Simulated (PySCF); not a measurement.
KSn⁺: energy against distance

Set-up: basis K def2-SVPD, Sn def2-SVPD with ECP28; scalar-relativistic core potentials; PySCF 2.14. Energies in eV from K⁺ + Sn in their ground configurations at the same level. All curves are PBE0. state 1: ³Π (triplet), unpaired electrons σ ↑, π ↑; state 2: Ms = 0 determinant of mixed spin (⟨S²⟩ near 1.0), unpaired electrons σ ↑, π ↓, a second solution, started from another occupation; state 3: triplet, unpaired electrons π ↑↑, a second solution, started from another occupation; state 4: ¹Σ⁺ (singlet), closed shell, a second solution, started from another occupation.

| R (Å) | state 1 | state 2 | state 3 | state 4 |
| --- | --- | --- | --- | --- |
| 3.346 | -0.2537 | 0.0458 | 0.2026 | 0.4118 |
| 3.502 | -0.3205 | -0.0258 | 0.1605 | 0.3127 |
| 3.658 | -0.3554 | -0.0656 | 0.1331 | 0.2648 |
| 3.774 | -0.3671 | -0.0809 | 0.1186 | 0.2524 |
| 3.891 | -0.3701 | -0.0870 | 0.1076 | 0.2545 |
| 4.008 | -0.3665 | -0.0862 | 0.0991 | 0.2673 |
| 4.163 | -0.3546 | -0.0771 | 0.0904 | 0.2963 |
| 4.358 | -0.3323 | -0.0572 | 0.0822 | 0.3450 |
| 4.591 | -0.2998 | -0.0260 | 0.0748 | 0.4130 |

Problem. Put a parabola through the three lowest points of the state 1 curve and estimate Re, k and ωe (reduced mass 29.41 u; 1 eV/Å² = 0.16022 mdyn/Å; ωe = 1302.8·√(k/μ) cm⁻¹).

Solution. Through R = 3.774, 3.891, 4.008 Å the second-order coefficient is 0.241 eV/Å², so Re ≈ 3.886 Å, k ≈ 0.0772 mdyn/Å and ωe ≈ 67 cm⁻¹. A polynomial fit of higher order to the unrounded PBE0 energies gives Re = 3.880 Å, k = 0.0782 mdyn/Å, ωe = 67.2 cm⁻¹; anharmonicity and rounding make the difference.

The higher-order fit for each curve: state 1: Re = 3.880 Å, ωe = 67.2 cm⁻¹, De = 0.370 eV; state 2: Re = 3.932 Å, ωe = 65.2 cm⁻¹, minimum 0.087 eV below the ground-state fragments; state 4: Re = 3.812 Å, ωe = 94.2 cm⁻¹, minimum 0.252 eV above the ground-state fragments. State 3 gave no clean fit.

Closed-shell solutions of metal pairs were not tested for spin polarisation, which can lower them a little. The bond is weak. Basis-set superposition, not corrected here, can be much of De in a small basis, most of all at correlated wavefunction levels. These are scalar-relativistic numbers at best; spin–orbit coupling would shift them, the dissociation energy most. For an ion De counts to the pair picked by the measured ionisation energies or electron affinities, which need not be the lowest pair at this level. The state is the lowest determinant that a PBE0 search found; another state may lie lower at other levels.
